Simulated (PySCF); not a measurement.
C2H7OSi, SMILES C[Si](C)O, multiplicity 2. Geometry optimised at PBE0-D3(BJ)/def2-SVP. The isomer is the one that the SMILES or the coordinates give; other isomers of the formula were not compared. One conformer was computed; it need not be the lowest.

Computed equilibrium geometry at PBE0-D3(BJ)/def2-SVP (PySCF confirms it by a frequency run) as a Z-matrix (one conformer of several):
```
Si
O 1 1.6811
H 2 0.9617 1 115.71
C 1 1.8747 2 105.37 3 -176.90
H 4 1.1000 1 111.26 2 59.43
H 4 1.1007 5 108.38 1 -122.11
H 4 1.1036 5 108.06 6 -117.23
C 1 1.8869 2 111.20 3 63.34
H 8 1.1009 1 112.28 2 -62.08
H 8 1.1015 9 107.70 1 121.56
H 8 1.1040 9 108.14 10 116.79
```
Charge 0, spin multiplicity 2.
